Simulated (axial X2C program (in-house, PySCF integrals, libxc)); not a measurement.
## Levels of Te₂⁺ by electron attachment to Te₂²⁺ (EOM-EA-CCSD)

Calculated with an in-house all-electron X2C program for linear molecules (integrals from PySCF): two-component X2C with atomic mean-field Coulomb and Gaunt terms, Gaussian nuclei, basis Te dyall-acv3z with contracted cores.

R = 2.483 Å (near the PBE0 minimum at charge 1 of the determinant lowest at the starting distance; the state shown can have its own minimum elsewhere).

Hartree–Fock spinors of Te₂²⁺ (one of each Kramers pair; a window near the gap, which can cut inner shells):

```csv
ω,occupied,ε (eV),character
1/2,yes,-31.31,"74% Te s, 17% Te p, 6% Te d"
1/2,yes,-23.92,"86% Te p, 11% Te s"
1/2,yes,-22.46,"88% Te p, 7% Te d"
3/2,yes,-21.76,"88% Te p, 8% Te d"
1/2,no,-13.82,"82% Te p, 12% Te d, 6% Te f"
3/2,no,-13.32,"80% Te p, 14% Te d, 6% Te f"
1/2,no,-9.46,"56% Te p, 33% Te d, 8% Te s"
1/2,no,-6.95,"66% Te s, 24% Te d, 6% Te p"
3/2,no,-5.73,97% Te d
5/2,no,-5.73,97% Te d
```

Levels of Te₂⁺ obtained by attaching an electron to Te₂²⁺:

| Ω | binding energy (eV) | above lowest (cm⁻¹) | attached spinor | one-particle weight |
| --- | --- | --- | --- | --- |
| 1/2 | 14.037 | 0 | 78% Te pπ, 12% Te dπ | 0.95 |
| 3/2 | 13.544 | 3970 | 80% Te pπ, 14% Te dπ | 0.96 |
| 1/2 | 10.418 | 29187 | 56% Te pσ, 32% Te dσ | 0.93 |

(1) Take the first Ω = 1/2 and Ω = 3/2 rows of π character: how far apart are they, and which lies lower?

This point took 15 s on 1 thread of Arm Neoverse V1, with other jobs on the host.

Reference electrons by ω block (each with its −ω partner): 1/2: 32, 3/2: 15, 5/2: 4. 10 electrons of Te₂²⁺ correlated (inner shells frozen), 92 natural virtual spinors (a truncated set); levels can be off by some tenths of an eV. Roots sought by Ω: (1/2: 5, 3/2: 4, 5/2: 2, 7/2: 1); the list ends where they run out and leaves out roots under 60 % one-particle weight. The solver can skip a root, and states that need a further excitation, which the method places far too high, are missing though they may lie low or lowest. T1 of the reference 0.030 (Lee–Taylor). The reference was not checked to be the lowest state of its species. Number of frozen shells: Te 4 s, 3 p, 2 d. g and u states are not told apart. Large amplitudes in the reference (orbital relaxation or multireference character) lower the reliability.

## Answers

(1) E(3/2) − E(1/2) = 3970 − 0 = 3970 cm⁻¹ at EOM-EA-CCSD: regular, Ω = 1/2 lower. Splittings at this level can be off by ten to twenty per cent.
